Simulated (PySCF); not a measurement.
A structure optimised at PBE0-D3(BJ)/def2-SVP, used in a PySCF frequency run:

```xyz
11

C      2.0484    -0.1367    -0.3059
Ge     0.2596     0.0546     0.4237
O     -0.4511     1.6127    -0.0509
C     -1.0625    -1.1769    -0.4435
O     -1.9748    -0.6587    -1.0412
H      2.7039     0.6448     0.1051
H      2.0218    -0.0321    -1.3996
H      2.4711    -1.1186    -0.0464
H      0.2371    -0.1032     1.9580
H     -1.2651     1.4084    -0.5377
H     -0.9843    -2.2972    -0.4027
```

Task: Write its SMILES and formula.

Result: [CH3][Ge@@H]([OH])[CH]=O, C2H6GeO2

Task: What are its rotational constants (standard atomic weights)?

Result: 5.2458, 2.5432, 2.0727 GHz
